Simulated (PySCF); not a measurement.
Telling isomers of C7H16O apart by NMR

Computed data (PySCF 2.14): GFN2-xTB structure, NMR shieldings at PBE0/pcSseg-1/GIAO. One conformer, in vacuum, one averaged value for each set of equivalent atoms, non-relativistic.

References, each an isolated molecule treated in the same way: $^{1}$H (31.72 ppm), $^{13}$C (186.93 ppm) vs TMS. Where no couplings were computed, multiplicities follow the n + 1 count of equivalent neighbours, and m marks all less simple cases (inequivalent or close neighbours, rings, F or P nearby). Shifts are as computed. Against solution values, carbons near 30 ppm lie about +3 ppm off and those near 130 ppm about +5 ppm. Of 1211 compounds with measured shifts, 218 miss one by over three times the rms of a fit or turn the order of signals round; such compounds aren't used in these exercises.

(1) Tabulate the signals of `CC(C)OC(C)(C)C`, `CCOCC(C)(C)C` and their relative energies.

(2) What is the quickest way to tell CC(C)OC(C)(C)C from CCOCC(C)(C)C?

Answers

(1) 
```json
{"SMILES": "CC(C)OC(C)(C)C", "carbon types": "1×C 1×CH 5×CH3", "δC": "74.8, 67.3, 29.8, 27.2", "δH": "3.67 (sept, 1H), 1.18 (s, 9H), 1.13 (d, 6H)", "E rel. (kcal/mol)": "0.0"}
{"SMILES": "CCOCC(C)(C)C", "carbon types": "1×C 2×CH2 4×CH3", "δC": "82.5, 70.2, 34.8, 28.3, 15.9", "δH": "3.88 (q, 2H), 3.13 (s, 2H), 1.21 (t, 3H), 0.97 (s, 9H)", "E rel. (kcal/mol)": "3.2"}
```

Energies are electronic energies at PBE0/pcSseg-1 on these geometries, without zero-point or thermal terms, each for the one conformer computed, which needn't be the lowest.

(2) Count the carbon signals: 4 against 5. The first has an sp3 CH bonded to O at 67.3 ppm, the second an sp3 CH2 bonded to O at 82.5 ppm. Their most deshielded carbons lie at 74.8 and 82.5 ppm.
